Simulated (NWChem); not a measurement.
Molecule: C2H6FY; SMILES [CH3][Y]([CH3])[F]

```xyz
10

Y      0.0961     0.0001    -0.2324
F      2.0041     0.0024     0.3352
C     -1.1308     1.9232     0.3047
H     -1.9237     1.6815     1.0395
H     -1.6600     2.3390    -0.5777
H     -0.5458     2.7572     0.7336
C     -1.1262    -1.9260     0.3047
H     -1.6506    -2.3453    -0.5789
H     -1.9226    -1.6860     1.0363
H     -0.5396    -2.7570     0.7371
```
Atoms are numbered in this order, from 1.

Computed with NWChem. All runs use the structure optimised with PBE0/def2-SVP. Not confirmed as a minimum by frequencies. def2 effective core potentials on Y; no spin-orbit coupling. Ions are spin-unrestricted doublets at the neutral geometry; other ion states weren't tried.

For level PBE/def2-SVP:

| Item | Value |
|---|---|
| vertical ionisation energy, ΔSCF (eV) | 8.13 |
| −ε(HOMO) (eV) | 5.14 |

**Question.** How do the values read with level PBE0/def2-SVP instead?

**Answer.** The vertical ionisation energy, ΔSCF (eV) is 8.46 and the −ε(HOMO) (eV) comes out as 6.42.
